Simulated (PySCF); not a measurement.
Br2Zn, charge +1, doublet, at a GFN2-xTB geometry (such geometries of metal compounds can be far from the true shape) (a state made from the parent by changing its charge; the spin is typed, not shown lowest); PySCF with HF/pcseg-1.

PySCF was given this input:
```python
from pyscf import gto, scf

mol = gto.M(
    atom='''
Zn    0.00000000    0.00000000    0.00000000
Br   -0.00000000   -0.00000000   -2.37688728
Br    0.00000000    0.00000000    2.37688728
''',
    basis='pcseg-1',
    charge=1,
    spin=1,
    verbose=4,
)

mf = scf.UHF(mol)
mf.kernel()
mf.analyze()
```

What the program printed (banner, timings and long lists left out):

```
PySCF version 2.14.0

[INPUT] verbose = 4
[INPUT] num. atoms = 3
[INPUT] num. electrons = 99
[INPUT] charge = 1
[INPUT] spin (= nelec alpha-beta = 2S) = 1
[INPUT] symmetry False subgroup None
[INPUT] Mole.unit = angstrom
[INPUT] Symbol           X                Y                Z      unit          X                Y                Z       unit  Magmom
[...]
nuclear repulsion = 603.896195119737
number of shells = 10
number of NR pGTOs = 245
number of NR cGTOs = 85
basis = pcseg-1
ecp = {}

******** <class 'pyscf.scf.uhf.UHF'> ********
method = UHF
initial guess = minao
damping factor = 0
level_shift factor = 0
DIIS = <class 'pyscf.scf.diis.CDIIS'>
diis_start_cycle = 1
diis_space = 8
diis_damp = 0
SCF conv_tol = 1e-09
SCF conv_tol_grad = None
SCF max_cycles = 50
direct_scf = True
direct_scf_tol = 1e-13
number electrons alpha = 50  beta = 49
Set gradient conv threshold to 3.16228e-05
init E= -6919.14235653991

cycle= 1 E= -6921.41295653141  delta_E= -2.27  |g|= 0.308  |ddm|= 1.61
cycle= 2 E= -6921.46314602184  delta_E= -0.0502  |g|= 0.189  |ddm|= 0.515
cycle= 3 E= -6921.47682080884  delta_E= -0.0137  |g|= 0.0303  |ddm|= 0.161
cycle= 4 E= -6921.47785705403  delta_E= -0.00104  |g|= 0.00915  |ddm|= 0.0626
cycle= 5 E= -6921.47801709998  delta_E= -0.00016  |g|= 0.00323  |ddm|= 0.0261
cycle= 6 E= -6921.47804616068  delta_E= -2.91e-05  |g|= 0.00129  |ddm|= 0.0123
cycle= 7 E= -6921.47805087599  delta_E= -4.72e-06  |g|= 0.000638  |ddm|= 0.00491
cycle= 8 E= -6921.47805209962  delta_E= -1.22e-06  |g|= 0.000261  |ddm|= 0.00284
cycle= 9 E= -6921.47805235317  delta_E= -2.54e-07  |g|= 6.41e-05  |ddm|= 0.00159
cycle= 10 E= -6921.47805236443  delta_E= -1.13e-08  |g|= 1.32e-05  |ddm|= 0.000318
cycle= 11 E= -6921.47805236474  delta_E= -3.15e-10  |g|= 2.84e-06  |ddm|= 4.73e-05
Extra cycle  E= -6921.47805236475  delta_E= -6.37e-12  |g|= 1.53e-06  |ddm|= 4.32e-06
converged SCF energy = -6921.47805236475  <S^2> = 0.77415618  2S+1 = 2.024012
**** SCF Summaries ****
Total Energy =                       -6921.478052364749601
Nuclear Repulsion Energy =             603.896195119736717
One-electron Energy =               -10831.298253143817419
Two-electron Energy =                 3305.924005659330760
Two-electron Coulomb Energy =         3554.515089940550297
DFT Exchange-Correlation Energy =     -248.591084281219537
**** MO energy ****
                             alpha | beta                alpha | beta
[...]
[...]
spin_pop of  1 Br 2px       0.00000
spin_pop of  1 Br 2py       0.00000
spin_pop of  1 Br 2pz       0.00000
spin_pop of  1 Br 3px      -0.00000
spin_pop of  1 Br 3py       0.00008
spin_pop of  1 Br 3pz       0.00000
spin_pop of  1 Br 4px       0.00160
spin_pop of  1 Br 4py       0.51436
spin_pop of  1 Br 4pz       0.01592
spin_pop of  1 Br 5px      -0.00008
spin_pop of  1 Br 5py      -0.00212
spin_pop of  1 Br 5pz      -0.00021
spin_pop of  1 Br 3dxy      0.00001
spin_pop of  1 Br 3dyz      0.00001
spin_pop of  1 Br 3dz^2     0.00001
spin_pop of  1 Br 3dxz      0.00000
spin_pop of  1 Br 3dx2-y2    0.00001
spin_pop of  1 Br 4dxy     -0.00001
spin_pop of  1 Br 4dyz     -0.00103
spin_pop of  1 Br 4dz^2    -0.00042
spin_pop of  1 Br 4dxz      0.00002
spin_pop of  1 Br 4dx2-y2   -0.00012
spin_pop of  2 Br 1s        0.00000
spin_pop of  2 Br 2s       -0.00000
spin_pop of  2 Br 3s        0.00024
spin_pop of  2 Br 4s        0.00318
spin_pop of  2 Br 5s       -0.00030
spin_pop of  2 Br 2px       0.00000
spin_pop of  2 Br 2py       0.00000
spin_pop of  2 Br 2pz       0.00000
spin_pop of  2 Br 3px      -0.00000
spin_pop of  2 Br 3py       0.00008
spin_pop of  2 Br 3pz       0.00000
spin_pop of  2 Br 4px       0.00160
spin_pop of  2 Br 4py       0.51436
spin_pop of  2 Br 4pz       0.01592
spin_pop of  2 Br 5px      -0.00008
spin_pop of  2 Br 5py      -0.00212
spin_pop of  2 Br 5pz      -0.00021
spin_pop of  2 Br 3dxy      0.00001
spin_pop of  2 Br 3dyz      0.00001
spin_pop of  2 Br 3dz^2     0.00001
spin_pop of  2 Br 3dxz      0.00000
spin_pop of  2 Br 3dx2-y2    0.00001
spin_pop of  2 Br 4dxy     -0.00001
spin_pop of  2 Br 4dyz     -0.00103
spin_pop of  2 Br 4dz^2    -0.00042
spin_pop of  2 Br 4dxz      0.00002
spin_pop of  2 Br 4dx2-y2   -0.00012
 ** Mulliken Spin Density (per atom)  **
spin density of  0 Zn =     -0.06229
spin density of  1 Br =      0.53114
spin density of  2 Br =      0.53114
 ** Mulliken pop alpha/beta on meta-lowdin orthogonal AOs **
 ** Mulliken pop       alpha | beta **
In total            50.00000 | 49.00000
 ** Mulliken atomic charges   ( Nelec_alpha | Nelec_beta ) **
charge of  0Zn =      1.35792  (    14.28990     14.35218 )
charge of  1Br =     -0.17896  (    17.85505     17.32391 )
charge of  2Br =     -0.17896  (    17.85505     17.32391 )

WARN: System has nonzero charge 1; the dipole moment is origin-dependent.
Location of origin: [0. 0. 0.]

Dipole moment(X, Y, Z, Debye):  0.00000,  0.00000, -0.00000
```
